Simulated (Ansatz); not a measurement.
Species: sum formula SiBrF, charge 1, multiplicity 2. SMILES of the parent species: F[Si]Br
Geometry from a B3LYP-D3(BJ)/def2-TZVP (Ansatz, an electronic-structure program) optimisation:
```xyz
3

Si    -0.6196     0.6419     0.7792
Br     0.6641    -0.6629    -0.3245
F     -1.6190     1.5794     0.0498
```
Charge +1, spin multiplicity 2.

Parts of the frozen-core correlation energy in def2-TZVPP (Ansatz, hartree). Frozen orbitals: 20; correlated occupied orbitals by spin: 9 and 8; virtual: 92 and 93. Open shells are spin-unrestricted. No spin-orbit coupling. Non-relativistic.

| term | value |
|---|---|
| reference (HF) | -2960.59755 |
| MP2 opposite-spin | ? |
| MP2 same-spin | ? |
| CCSD correlation | ? |
| (T) | -0.01953 |
| T1 diagnostic | 0.020 |
| largest doubles amplitude | 0.037 |
| <S^2> of the reference | 0.764 |

### Question
Some entries are withheld; supply them.

### Answer

- MP2 opposite-spin, value: -0.35367
- MP2 same-spin, value: -0.12368
- CCSD correlation, value: -0.49560
